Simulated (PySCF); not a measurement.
# Correlation energy of P²⁺ (phosphorus, charge +2)

[Ne] 3s2 3p1, 2P determinant. Calculation: PySCF 2.14, in cc-pV(D+d)Z; no relativity, point nucleus. Frozen: [Ne]; 3 electrons correlated.

MP2 pair energies summed by pair of shells (mhartree):

```
 pair  energy  share (%)
3s-3s  -22.44       57.7
3s-3p  -16.44       42.3
```

Total MP2 correlation energy: -38.88 mhartree.

Same-spin part -2.35 and opposite-spin part -36.53 mhartree; SCS-MP2 scales them by 1/3 and 6/5 to -44.62 mhartree.

```csv
level,correlation energy (mhartree)
CCSD,-59.36
(T),-0.64
CCSD(T),-60.00
```

Diagnostics: T1 = 0.011, D1 = 0.0254, largest double amplitude 0.110.

Problem. Is a single reference adequate?

Solution. Mostly. T1 lies below 0.03, but a double amplitude of this size points to a near-degeneracy that CCSD handles and MP2 describes poorly.
